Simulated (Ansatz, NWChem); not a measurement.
# Exact exchange and the electronic atomisation energy of KOH

KOH: 3 atoms, total charge 0, spin state singlet. As SMILES, `[OH][K]`. The shape is that of a PBE0-D4/def2-TZVP optimisation.

The electronic atomisation energy y, in eV, basis def2-TZVPPD; a is the functional's share of exact exchange. Programs: Ansatz 0.2.0, NWChem 7.3.0.

| functional | program | a | y (eV) |
| --- | --- | --- | --- |
| TPSS | NWChem | 0 | 8.12 |
| r2SCAN | Ansatz | 0 | 8.16 |
| B3LYP | Ansatz | 0.2 | ? |
| r2SCAN0 | Ansatz | 0.25 | 7.81 |
| PBE0 | Ansatz | 0.25 | 7.90 |
| BHLYP | Ansatz | 0.5 | 7.51 |

**Question.** Fit y = c + s·a to the known rows and predict B3LYP.

**Answer.** 
1. Means of the 5 rows: a = 0.2000, y = 7.900.
2. Σ(Δa)² = 0.175, Σ(Δa·Δy) = -0.2175, so the slope is -0.2175/0.175 = -1.2429.
3. Intercept: 7.900 − (-1.2429) × 0.2000 = 8.149. The largest residual of the fit is 0.062.
4. B3LYP: 8.149 + (-1.2429) × 0.2 = 7.90 eV.

The run gave 8.07 eV, so the prediction is off by -0.17 eV, more than the scatter of the fit. The rows mix families of semi-local functionals, which the line can't see.
